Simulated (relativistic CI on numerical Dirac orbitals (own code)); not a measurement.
V⁺ in a cubic cluster: 2p photoemission with charge transfer

Computed with a charge-transfer multiplet model of a cubic metal-ligand cluster with up to one ligand hole, Slater and spin-orbit integrals from Dirac-Coulomb-Breit ions, Slater integrals scaled by 0.7. The ground state mixes d4 with configurations of k ligand holes L, whose averages lie at kΔ + k(k − 1)U_dd/2; a core hole lowers each added d electron by U_cd. 300 K, Lorentzian 0.6 eV and Gaussian 0.8 eV FWHM.

Atomic integrals in eV (Slater integrals scaled, ζ unscaled), ground: F2dd 5.287, F4dd 3.249, zeta_d 0.015; with the core hole: F2dd 6.869, F4dd 4.275, zeta_d 0.030, zeta_core 4.613, F2cd 3.776, G1cd 2.721, G3cd 1.543.

Cluster parameters (eV): U_dd = 5.6, U_cd = 6.5, 10Dq = 1.1, 10Dq(ligand) = 1.4, V(eg) = 1.3, V(t2g) = -0.61, final-state hopping factor = 0.9.

```tsv
Case	n_d	d4	d5L	S
Δ = 6.5 eV	4.11	0.89	0.11	2.00
Δ = 9.5 eV	4.06	0.94	0.06	2.00
Δ = 11.5 eV	4.04	0.96	0.04	2.00
```

Weights, n_d and S are thermal averages at 300 K. Binding energies count from the first peak over 30 % of the highest in each spectrum, which can be another peak from case to case. The parameters are a model scan and need not match a compound or its usual spin state. Peaks in eV (height, largest 100):
- Δ = 6.5 eV: 0.0 (100), 8.1 (73), 13.3 (14)
- Δ = 9.5 eV: 0.0 (100), 7.9 (64)
- Δ = 11.5 eV: 0.0 (100), 7.9 (64)

For the case Δ = 9.5 eV, Δ = 9.5 eV is larger than U_dd = 5.6 eV, the Mott-Hubbard side of the Zaanen-Sawatzky-Allen scheme. With the core hole the configuration with one ligand hole lies at Δ − U_cd = 0.0, 3.0, 5.0 eV from the one without, in the order of the table; where this is negative the screened configuration lies lower, though the effective hopping of about 2.2 eV (from the holes of the mixed ground state) mixes the two strongly wherever it is as large as the gap.

With at most 1 ligand hole the space is cut while the next configuration still counts, so covalency is underestimated, and a final configuration with one more ligand hole, which can lie low, is missing from the spectra.
